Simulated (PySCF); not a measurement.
C₃H₈N, SMILES CC[N]C, multiplicity 2.

Geometry: TPSSh-D3(BJ)/def2-SVP. The isomer is the one that the SMILES or the coordinates give; other isomers of the formula were not compared. Other conformers were not sampled.

Level of theory: PBE/def2-TZVP run with PySCF.

Isolated molecule, no solvent.

```yaml
total_energy: -173.64709 hartree
point_group: Cs
"α spin, highest occupied and lowest empty level": -5.52 and 0.46 eV
"β spin, highest occupied and lowest empty level": -5.70 and -3.43 eV
dipole_moment: 1.60 D
quadrupole, principal values (traceless, Buckingham form, about the centre of nuclear charge): -3.03, 0.36, 2.67 D·Å
mean_static_polarisability: 49.6 bohr³ (7.35 Å³)
polarisability_principal_values: 42.3, 45.7, 60.8 bohr³
"⟨S²⟩": 0.753 (pure state 0.75)
```
